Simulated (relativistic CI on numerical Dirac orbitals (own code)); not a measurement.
# Energy levels of Ir8+

Calculated at this level of theory: Dirac-Coulomb-Breit CI, orbitals from a KLI potential per configuration, model QED (radiative potential, 1s self-energy scaled to tabulated hydrogen-like ionisation energies), valence Slater integrals scaled by 0.9, P86 correlation estimate, and configurations built on the next ion tied to the tabulated ionisation energy (semi-empirical) (own radial code, finite nucleus).

Configuration list (outside the closed core [Kr] 4d10): 4f¹⁴5s²5p⁶5d, 4f¹⁴5s²5p⁶6s, 4f¹⁴5s²5p⁶6p, 4f¹⁴5s²5p⁶6d, 4f¹⁴5s²5p⁶7s, 4f¹⁴5s²5p⁶5f, 4f¹⁴5s²5p⁶6f, 4f¹⁴5s²5p⁵5d², 4f¹⁴5s²5p⁶5g, 4f¹⁴5s²5p⁴5d³, 4f¹⁴5s5p⁶5d², 4f¹⁴5s²5p⁵5d5f, 4f¹²5s²5p⁶5d³, 4f¹⁴5s²5p⁶7p, 4f¹³5s²5p⁶5d², 4f¹⁴5s²5p⁵6s², 4f¹⁴5s²5p⁵5d6s, 4f¹⁴5s²5p⁵5d5g, 4f¹⁴5s²5p⁶7d, 4f¹³5s²5p⁶6s², 4f¹⁴5s²5p⁵6s6p, 4f¹⁴5s²5p⁶7f, 4f¹⁴5s5p⁶5d5f, 4f¹⁴5p⁶5d³. Levels of other configurations are missing.

The lowest level is 4f¹⁴5s²5p⁶5d ²D3/2, with 98 % of that term; Hund's rules for 4f¹⁴5s²5p⁶5d give ²D with J = 3/2, in agreement.

```
No.   Configuration  Term     J   E (eV)    %    Next component (%)            jj configuration (%)
  1    4f¹⁴5s²5p⁶5d    ²D   3/2   0.0000   98    1 4f¹⁴5s²5p⁴5d³ ²D                      5d3/2 (98)
  2    4f¹⁴5s²5p⁶5d    ²D   5/2   1.9501   98    1 4f¹⁴5s²5p⁴5d³ ²D                      5d5/2 (98)
  3    4f¹⁴5s²5p⁶6s    ²S   1/2  25.0213  100                                              6s (100)
  4    4f¹⁴5s²5p⁶6p   ²P°   1/2  36.5798   99  1 4f¹⁴5s²5p⁵5d6s ²P°                      6p1/2 (99)
  5    4f¹⁴5s²5p⁶6p   ²P°   3/2  40.5931   99                                            6p3/2 (99)
  6     5p⁵5d²(3F)‡   ⁴D°   1/2  49.9065   94                 6 ²P°            5p3/2^3 5d3/2^2 (77)
  7     5p⁵5d²(3F)‡   ⁴D°   3/2  50.1519   69                16 ⁴F°            5p3/2^3 5d3/2^2 (81)
  8    4f¹⁴5s²5p⁶5f   ²F°   5/2  50.2876   75  20 4f¹⁴5s²5p⁵5d² ²F°                      5f5/2 (75)
  9    4f¹⁴5s²5p⁶5f   ²F°   7/2  50.7077   78  18 4f¹⁴5s²5p⁵5d² ²F°                      5f7/2 (78)
 10     5p⁵5d²(3F)‡   ⁴D°   5/2  51.0314   53                33 ⁴F°        5p3/2^3 5d3/2 5d5/2 (54)
 11     5p⁵5d²(3F)‡   ⁴G°   7/2  51.9452   36                34 ⁴F°        5p3/2^3 5d3/2 5d5/2 (49)
 12     5p⁵5d²(3P)‡   ⁴P°   5/2  52.1681   30                18 ²F°        5p3/2^3 5d3/2 5d5/2 (45)
 13     5p⁵5d²(3F)‡   ⁴G°   9/2  52.7085   72                17 ⁴F°        5p3/2^3 5d3/2 5d5/2 (96)
 14     5p⁵5d²(3P)‡   ⁴D°   7/2  52.7532   52                15 ²F°            5p3/2^3 5d3/2^2 (38)
 15     5p⁵5d²(3F)‡   ⁴G°  11/2  53.3175   87                13 ²H°        5p3/2^3 5d3/2 5d5/2 (55)
 16  4f¹⁴5s²5p⁵5d²‡   ²P°   3/2  53.4017   27                24 ⁴P°        5p3/2^3 5d3/2 5d5/2 (71)
 17     5p⁵5d²(3P)‡   ⁴P°   5/2  53.4577   41                33 ²F°        5p3/2^3 5d3/2 5d5/2 (91)
 18     5p⁵5d²(3P)‡   ⁴P°   3/2  53.6270   28                27 ²D°            5p3/2^3 5d3/2^2 (64)
 19     5p⁵5d²(3F)‡   ²G°   7/2  54.4648   45                29 ²F°        5p3/2^3 5d3/2 5d5/2 (91)
 20     5p⁵5d²(3P)‡   ⁴P°   1/2  54.8331   39                32 ²P°        5p3/2^3 5d3/2 5d5/2 (93)
 21     5p⁵5d²(1D)‡   ²D°   5/2  55.2676   55                20 ²F°            5p3/2^3 5d5/2^2 (74)
 22     5p⁵5d²(3F)‡   ⁴F°   9/2  55.5858   58                38 ²G°            5p3/2^3 5d5/2^2 (61)
 23     5p⁵5d²(1D)‡   ²F°   7/2  55.5903   40                36 ⁴D°        5p3/2^3 5d3/2 5d5/2 (91)
 24     5p⁵5d²(1G)‡   ²H°  11/2  55.6388   86                13 ⁴G°            5p3/2^3 5d5/2^2 (55)
 25     5p⁵5d²(3P)‡   ²D°   3/2  56.2071   31                18 ²P°        5p3/2^3 5d3/2 5d5/2 (86)
 26     5p⁵5d²(3P)‡   ²D°   5/2  56.3296   37                37 ⁴D°        5p3/2^3 5d3/2 5d5/2 (75)
 27     5p⁵5d²(1D)‡   ²F°   7/2  57.2249   58                27 ⁴D°            5p3/2^3 5d5/2^2 (83)
 28     5p⁵5d²(1D)‡   ²P°   1/2  57.2776   59                20 ²S°            5p3/2^3 5d5/2^2 (93)
 29     5p⁵5d²(1G)‡   ²G°   9/2  57.5385   63                34 ²H°        5p3/2^3 5d3/2 5d5/2 (64)
 30    4f¹⁴5s²5p⁶6d    ²D   3/2  58.4692  100                                           6d3/2 (100)
 31     5p⁵5d²(3P)‡   ²D°   3/2  59.1181   40                28 ⁴F°        5p3/2^3 5d3/2 5d5/2 (66)
 32    4f¹⁴5s²5p⁶6d    ²D   5/2  59.1547  100                                           6d5/2 (100)
 33     5p⁵5d²(1G)‡   ²F°   5/2  60.6720   41                22 ⁴G°        5p3/2^3 5d3/2 5d5/2 (37)
 34     5p⁵5d²(1S)‡   ²P°   3/2  60.8529   64                20 ²D°            5p3/2^3 5d5/2^2 (87)
 35     5p⁵5d²(1G)‡   ²G°   7/2  61.2539   46                24 ⁴D°            5p3/2^3 5d5/2^2 (63)
 36     5p⁵5d²(3P)‡   ²P°   1/2  62.2176   44                38 ⁴D°        5p3/2^3 5d3/2 5d5/2 (61)
 37     5p⁵5d²(3F)‡   ⁴F°   5/2  62.8302   24                21 ²D°            5p3/2^3 5d5/2^2 (37)
 38     5p⁵5d²(1S)‡   ²P°   3/2  63.0400   38                30 ⁴S°            5p3/2^3 5d5/2^2 (65)
 39    4f¹⁴5s²5p⁶7s    ²S   1/2  65.6161  100                                              7s (100)
 40     5p⁵5d²(3F)‡   ⁴G°   7/2  68.4062   42                26 ²G°  5p1/2 5p3/2^4 5d3/2 5d5/2 (94)
 41     5p⁵5d²(3F)‡   ²F°   5/2  68.5753   50                30 ⁴G°      5p1/2 5p3/2^4 5d3/2^2 (63)
 42     5p⁵5d²(3P)‡   ²D°   5/2  69.1061   33                32 ²F°  5p1/2 5p3/2^4 5d3/2 5d5/2 (85)
 43     5p⁵5d²(3P)‡   ⁴D°   3/2  69.4494   37                32 ²D°  5p1/2 5p3/2^4 5d3/2 5d5/2 (93)
 44     5p⁵5d²(3P)‡   ²S°   1/2  69.6996   35                33 ⁴P°  5p1/2 5p3/2^4 5d3/2 5d5/2 (93)
 45     5p⁵5d²(3F)‡   ²G°   9/2  69.8158   44                25 ²H°  5p1/2 5p3/2^4 5d3/2 5d5/2 (79)
```

Energies count from the lowest computed level; ° marks odd parity. Percentages are summed over parent terms; the parents shown are those of the largest component, closed shells are left out there. Filled j subshells are mostly left out of the jj labels. ‡ marks configurations that were not tied to measured data.

The mean weight of the leading LS term, summed over parents, in these 45 levels is 59 %, and that of the leading jj configuration (from the same eigenvectors) 77 %, so jj coupling describes them better and the LS labels are nominal.

Configurations that consist of the next ion and one excited electron were tied to the tabulated ionisation energy; Rydberg ones are usually within 1,000 to 3,000 cm⁻¹ and the lowest ones within about 6,000 (9,000 in d shells), while levels on excited terms of the next ion carry the error of that term, and the other configurations can be misplaced by 10,000 cm⁻¹ or more. Rates follow the energies as ν³ (E1, M1) or ν⁵ (E2), so rates, branching and lifetimes can be off by large factors. Levels and lines within the n = 5 or 6 shells can be off by up to 10 % or somewhat more, and those that change n by about 2 %, since core polarisation is missing. Levels that differ in their count of f electrons can be misplaced by several ten thousand cm⁻¹, since the correlation energy of f electrons is missing or only estimated; rates across such gaps can be off by orders of magnitude.

LS names give the leading component of a level, which can be under half, so a name can repeat, a term be missing and a line seem to break the LS rules.
